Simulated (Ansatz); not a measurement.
Reaction (redistribution): `F[SiH](Cl)[NH][GeH3]` + `F[SiH2]F` → `F[SiH2]Cl` + `F[SiH](F)[NH][GeH3]`

Computed with Ansatz on PBE0-D4/def2-TZVP structures; ΔE is electronic, products minus reactants. CCSD(T)/CBS adds triple-zeta CCSD(T) − MP2 to the extrapolated MP2 energy (def2 sets, frozen cores). This one scheme is used for every species. DFT in def2-TZVPP. B3LYP here is the variant with VWN-RPA as its local correlation; programs differ in this. For Ge outer-core shells are correlated without core-valence functions, which leaves a few kJ/mol of doubt a bond. Scalar relativity is left out up to krypton. One conformer a species, not always the lowest.

```json
{"level": "ωB97X-V", "ΔE (kcal/mol)": "-0.6"}
{"level": "B2PLYP", "ΔE (kcal/mol)": "-0.5"}
{"level": "PBE", "ΔE (kcal/mol)": "-0.6"}
{"level": "r2SCAN", "ΔE (kcal/mol)": "-0.9"}
{"level": "B3LYP", "ΔE (kcal/mol)": "-0.9"}
{"level": "HF/def2-TZVPP", "ΔE (kcal/mol)": "-1.2"}
{"level": "CCSD/def2-TZVPP", "ΔE (kcal/mol)": "-0.6"}
{"level": "CCSD(T)/def2-TZVPP", "ΔE (kcal/mol)": "-0.4"}
```

**Question.** What does CCSD(T)/CBS give? (Estimate.)

**Answer.** Computed: -0.4 kcal/mol. The listed levels differ from it by -0.2, -0.1, -0.2, -0.5, -0.5, -0.8, -0.2, 0.0 kcal/mol.

Largest T1 diagnostic among the species: 0.012.

In def2-TZVPP, CCSD(T) changes the Hartree–Fock value by +0.8 kcal/mol (the triples alone add +0.2 kcal/mol) and MP2 by +1.2 kcal/mol.
